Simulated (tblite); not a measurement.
Run record: tight-binding relaxation, `FC[CH2][GeH]1[CH2][GeH2][CH2]1`.

Computed with GFN2-xTB geometry optimisation, gas phase (tblite 0.8.0). Start geometry: from a force field or distance geometry. A driver script takes a list of jobs; this job's settings line and coordinates (Å) are shown.

Command:
```bash
OMP_NUM_THREADS=1 python probes_run.py task.json out
```

Input:
```
{"job": {"kind": "relax", "xc": "GFN2-xTB", "basis": "xTB"}, "charge": 0, "multiplicity": 1}
F     -2.463200     1.564800     0.970900
C     -2.568900     0.312400     0.416600
C     -1.694100     0.192000    -0.818600
Ge     0.104100     0.569700    -0.243900
C      1.460400     0.623600    -1.591600
Ge     2.510000    -0.559400    -0.463200
C      0.893700    -1.109600     0.423400
H     -3.580900     0.004700     0.223100
H     -2.142000    -0.436400     1.166600
H     -1.743800    -0.861000    -1.148200
H     -2.048400     0.850300    -1.648000
H      0.230200     1.617400     0.902400
H      1.956000     1.613000    -1.699400
H      1.148900     0.161300    -2.566000
H      3.218900    -1.640700    -1.282900
H      3.387800     0.247800     0.535800
H      0.379400    -1.998400     0.010700
H      0.943000    -1.145200     1.535800
```

Output:
```
step      E/eV     max force
  0    -617.02396    2.051
  1    -617.25922    0.704
  2    -617.33142    0.730
  3    -617.39744    0.618
  4    -617.45759    0.591
  5    -617.49454    0.372
  6    -617.51882    0.341
  7    -617.53440    0.297
  8    -617.54748    0.305
  9    -617.55980    0.255
... (129 lines left out)
139    -617.73456    0.019
140    -617.73462    0.016
141    -617.73467    0.013
142    -617.73471    0.017
143    -617.73477    0.018
144    -617.73483    0.018
145    -617.73489    0.014
146    -617.73493    0.014
147    -617.73497    0.012
148    -617.73499    0.010
```

«max force» is the largest atomic force in eV/Å.

From which step on does the largest force stay under 0.1 eV/Å, and how much energy is left to gain from there?

From step 95 (0.090 eV/Å), 10.0 meV above the end.

In short: energy lowered by 16.4 kcal/mol over 148 steps; largest atomic force 0.010 eV/Å at the end.

Give the final coordinates.

0.681 Å rms from the input after alignment:
```
atom  x, y, z in Å
F1    -2.2349    0.5690    1.3890
C2    -2.5567   -0.1627    0.2573
C3    -1.7242    0.3519   -0.8937
Ge4    0.0889    0.8122   -0.1772
C5     1.5418    0.7001   -1.5598
Ge6    2.3897   -0.7902   -0.5477
C7     0.9727   -0.6642    0.8456
H8    -3.6348   -0.0522    0.1072
H9    -2.3169   -1.2023    0.4955
H10   -1.6687   -0.3997   -1.6781
H11   -2.1733    1.2487   -1.3175
H12    0.0327    2.1404    0.5546
H13    2.1549    1.5914   -1.6545
H14    1.1970    0.4310   -2.5548
H15    2.4281   -2.1114   -1.2830
H16    3.7951   -0.5267   -0.0584
H17    0.3708   -1.5603    0.9708
H18    1.3291   -0.3688    1.8281
```

How long does this job take on one thread, Arm Neoverse V1 (aarch64), no GPU (shared host)?

About 1.3 s.
Labels such as C1 count atoms from 1, the log's own numbers from 0.
